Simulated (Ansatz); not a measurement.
Basis sets compared for the cluster Li₅H₅ (the lowest singlet isomer of a short search). The state is a singlet with charge 0. Geometry r2SCAN-D4/def2-TZVP. Ansatz on 4 threads of Arm Neoverse V2 on a shared host; times are rough, and most runs start from earlier orbitals.

```xyz
10

Li    0.4817   -1.3812    0.7323
Li   -1.3972    0.7537   -0.0035
Li    1.3466    0.2185   -0.9060
Li   -0.5883   -1.2059   -1.4892
Li    0.4370    1.5399    1.7357
H     1.3306    0.2622    0.9583
H     1.0913   -1.5842   -0.9713
H    -1.1303    1.9213    1.2858
H    -0.3221    0.5959   -1.5498
H    -1.2493   -1.1202    0.2077
```

The structure comes from a short search, and lower isomers may exist.

Binding counts from free atoms (Li doublet, H doublet) in the same basis, without a counterpoise term.

| level | functions | energy (Eh) | HOMO (eV) | LUMO (eV) | binding per atom (eV) | wall time |
| --- | --- | --- | --- | --- | --- | --- |
| PBE-D4/def2-SVP | 70 | -40.4949 | -4.85 | -1.02 | 1.99 | 0.65 s |
| PBE-D4/def2-TZVP | 100 | -40.5256 | -4.97 | -1.00 | 1.95 | 0.55 s |
| r2SCAN-D4/def2-TZVP | 100 | -40.6262 | -5.20 | -0.32 | 1.98 | 1.1 s |
| PBE0-D4/def2-SVP | 70 | -40.5272 | -6.03 | -0.51 | 1.98 | 0.55 s |
| PBE0-D4/def2-TZVP (with forces) | 100 | -40.5555 | -6.14 | -0.46 | 1.95 | 0.95 s |

Problem. Estimate the rows for PBE-D4/def2-TZVPD, r2SCAN-D4/def2-TZVPD, PBE0-D4/def2-TZVPD.

Solution. 
```csv
level,functions,energy (Eh),HOMO (eV),LUMO (eV),binding per atom (eV),wall time
PBE-D4/def2-TZVPD,130,-40.5307,-4.92,-1.06,1.97,0.9 s
r2SCAN-D4/def2-TZVPD,130,-40.6320,-5.12,-0.40,2.00,1.6 s
PBE0-D4/def2-TZVPD,130,-40.5614,-6.07,-0.56,1.96,0.9 s
```
